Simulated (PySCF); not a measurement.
Gas-phase equilibrium of 1 mol HCl, 14 mol O2 at 1400 K and 0.00100 bar, among 14 species (ClO, O2, HCl, O, HO2, H2O, H, HOCl, H2O2, O3, H2, Cl, Cl2, OH). Only gases are allowed; each row takes one source of thermochemistry for all species, and Cantera finds the minimum.

Method: PySCF energies (xtb for GFN2) plus ideal-gas RRHO corrections (1 bar). Table values come from the NASA 1993 polynomials. After a fit of one offset per element over all species, the range-separated, M06-2X, PBE0/def2-QZVP and CCSD(T)/def2-TZVPP enthalpies, where run, lie to one side of the table for O3 (+19 kJ/mol): a fault of the table's entry, another state or a shared error of the levels is possible; this was not checked at source. † marks an energy on the PBE0/def2-TZVP geometry and frequencies; other levels use their own. 6-31G* has spherical d functions here. Open shells (unrestricted) among the columns below: ClO (multiplicity 2, electronic degeneracy 4), O2 (multiplicity 3), Cl (multiplicity 2, electronic degeneracy 6); the rest are closed-shell singlets. GFN2 has no spin-polarisation term. Spin-orbit splitting is ignored; it lowers the true energy and changes the entropy of ClO, Cl. B3LYP is the form with VWN-RPA correlation. The harmonic model lacks anharmonicity and excited electronic states, which grow with temperature; levels with a mode under 35 cm⁻¹ are left out. Strong static correlation: O3. The table's entry may be an old estimate for ClO, HOCl (not checked at source).

Molecules larger than those listed are left out.

With table thermochemistry: O2 0.93, O3 3.8e-11, HCl 0.049, H2O 0.0088, Cl2 0.00036, Cl 0.017, ClO 1.5e-5, HOCl 4.3e-7.

Q: How far does the composition move with the other sources (B3LYP/6-31G*, BLYP/def2-TZVP†, GFN2-xTB, PBE/def2-TZVP†, PBE0/def2-TZVP, r2SCAN/def2-TZVP†)?

A: 
```tsv
thermochemistry	x O2	x O3	x HCl	x H2O	x Cl2	x Cl	x ClO	x HOCl
table	0.93	3.8e-11	0.049	0.0088	0.00036	0.017	1.5e-5	4.3e-7
B3LYP/6-31G*	0.93	<1e-12	0.053	0.0068	5.6e-6	0.014	9.5e-7	7.1e-8
BLYP/def2-TZVP†	0.93	1.5e-11	0.055	0.0059	8.3e-5	0.012	1.5e-5	1.8e-7
GFN2-xTB	0.064	0.83	0.0016	0.044	0.034	0.017	0.0046	0.0042
PBE/def2-TZVP†	0.93	4.9e-11	0.060	0.0031	0.00032	0.0055	1.9e-5	2.8e-7
PBE0/def2-TZVP	0.93	<1e-12	0.056	0.0053	0.00013	0.010	7.3e-6	1.7e-7
r2SCAN/def2-TZVP†	0.93	<1e-12	0.058	0.0041	7.5e-5	0.0082	7.2e-6	1.0e-7
```
The most sensitive of these is O3: it spans a factor of 10^11.9 over these rows; at this temperature one factor of ten is RT ln 10 = 27 kJ/mol.
